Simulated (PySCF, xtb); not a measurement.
SiHF, SMILES [SiH]F (connectivity only; charge and spin as stated), neutral, multiplicity 1.

GFN2-xTB in xtb at its own geometry gives an orbital gap of 2.58 eV and a dipole moment of 1.60 D.

The structure is a stationary point at r2SCAN-D4/def2-TZVPD. The isomer is the one that the SMILES or the coordinates give; other isomers of the formula were not compared.

Task: What does B3LYP/def2-TZVPD (PySCF) give? (An estimate is asked for; the answer gives what the named calculation found.)

Result: gap 3.94 eV (levels -6.86 and -2.92 eV), dipole 1.01 D.
